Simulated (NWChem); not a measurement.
CH3BeBr; SMILES [CH3][Be][Br]

```xyz
6

Be    -0.0001    -1.1201     0.0006
Br     0.0008     0.8507     0.0002
C     -0.0004    -2.7975    -0.0010
H     -0.7614    -3.2066    -0.6791
H     -0.2064    -3.2097     0.9959
H      0.9667    -3.2072    -0.3223
```
Atoms are numbered in this order, from 1.

Level: B3LYP/6-31G* (spherical d) (NWChem), optimised geometry, unscaled harmonic frequencies. This build's default masses of Se (78.918 u) and Br (79.917 u) are each other's, which moves their modes by up to 0.6 %.

| frequency (cm⁻¹) | IR intensity (km/mol) |
|---|---|
| 205 | 11.7 |
| 205 | 11.7 |
| 402 | 9.1 |
| 702 | 71.8 |
| 702 | 71.8 |
| 1071 | 191.6 |
| 1292 | 54.7 |
| 1484 | 0.8 |
| 1485 | 0.8 |
| 3028 | 1.0 |
| 3093 | 11.1 |
| 3094 | 11.1 |

```yaml
zero_point_energy: 24.0 kcal/mol
thermal correction to the enthalpy at 298.15 K (with zero-point energy): 27.4 kcal/mol
heat capacity Cv: 13.4 cal/(mol K)
entropy at 298.15 K and 1 atm (symmetry number 3): 66.7 cal/(mol K)
dipole_moment: 1.37 D
```

Rigid rotor and harmonic oscillator.
